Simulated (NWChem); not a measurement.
Species: C₃H₂BrF; SMILES C=C=C(F)Br

```xyz
7

C      1.0352     2.6982     0.0000
C      0.2677     1.6397     0.0000
C     -0.4795     0.5682     0.0000
F     -1.8035     0.5856     0.0000
Br     0.2279    -1.1729     0.0000
H      1.3691     3.1621    -0.9361
H      1.3691     3.1621     0.9361
```
Atoms are numbered in this order, from 1.

Level: PBE0/def2-SVP (NWChem), optimised geometry, unscaled harmonic frequencies. This build's default masses of Se (78.918 u) and Br (79.917 u) are each other's, which moves their modes by up to 0.6 %.

```json
[
 {"frequency (cm⁻¹)": "147", "IR intensity (km/mol)": "0.8"},
 {"frequency (cm⁻¹)": "237", "IR intensity (km/mol)": "3.6"},
 {"frequency (cm⁻¹)": "334", "IR intensity (km/mol)": "1.8"},
 {"frequency (cm⁻¹)": "449", "IR intensity (km/mol)": "5.7"},
 {"frequency (cm⁻¹)": "482", "IR intensity (km/mol)": "0.8"},
 {"frequency (cm⁻¹)": "620", "IR intensity (km/mol)": "0.8"},
 {"frequency (cm⁻¹)": "664", "IR intensity (km/mol)": "44.7"},
 {"frequency (cm⁻¹)": "934", "IR intensity (km/mol)": "33.6"},
 {"frequency (cm⁻¹)": "1000", "IR intensity (km/mol)": "0.1"},
 {"frequency (cm⁻¹)": "1089", "IR intensity (km/mol)": "197.0"},
 {"frequency (cm⁻¹)": "1318", "IR intensity (km/mol)": "93.5"},
 {"frequency (cm⁻¹)": "1480", "IR intensity (km/mol)": "80.0"},
 {"frequency (cm⁻¹)": "2117", "IR intensity (km/mol)": "51.2"},
 {"frequency (cm⁻¹)": "3135", "IR intensity (km/mol)": "2.8"},
 {"frequency (cm⁻¹)": "3227", "IR intensity (km/mol)": "0.1"}
]
```

```
Property                                                                           Result
-----------------------------------------------------------------------  ----------------
zero-point energy                                                           24.6 kcal/mol
thermal correction to the enthalpy at 298.15 K (with zero-point energy)     28.5 kcal/mol
heat capacity Cv                                                         17.1 cal/(mol K)
entropy at 298.15 K and 1 atm (symmetry number 1)                        76.4 cal/(mol K)
dipole moment                                                                      1.84 D
```

Rigid rotor and harmonic oscillator.
